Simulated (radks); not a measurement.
Results of a calculation; reference values are marked as such.
Q: Zr+, 39 electrons, occupied as [Kr] 4d1.5 5s1.5 (fractional occupations, a model configuration). Code: a radial shooting solver on a logarithmic mesh with Libxc functionals. Model: Dirac Kohn-Sham, PBE, spin-unpolarised, spherical densities, point nucleus; open shells are shared between the two j in proportion to 2j + 1. Some entries of the table are withheld. Estimate them.

orbital,occ.,eigenvalue (eV),<r^2> (bohr^2),<1/r> (bohr^-1)
1s1/2,2,-17825.58,0.001853,41.26
2s1/2,2,-2476.681,0.03111,9.341
2p1/2,2,(1),0.02360,9.315
2p3/2,4,(2),0.02499,8.912
3s1/2,2,-412.8901,0.2409,3.161
3p1/2,2,-335.1391,0.2414,3.055
3p3/2,4,-321.4700,0.2525,2.959
3d3/2,4,-184.4410,0.2455,(3)
3d5/2,6,-181.9438,0.2493,(4)
4s1/2,2,(5),1.660,1.122
4p1/2,2,-41.7719,2.061,1.001
4p3/2,4,-39.9794,2.155,0.9745
4d3/2,0.6,-11.0953,5.144,0.6473
4d5/2,0.9,-10.9452,5.237,0.6413
5s1/2,1.5,-10.4883,12.75,0.3815

A: 
(1) 2p1/2 eigenvalue (eV): -2267.793
(2) 2p3/2 eigenvalue (eV): -2181.936
(3) 3d3/2 <1/r> (bohr^-1): 2.755
(4) 3d5/2 <1/r> (bohr^-1): 2.730
(5) 4s1/2 eigenvalue (eV): -62.6742
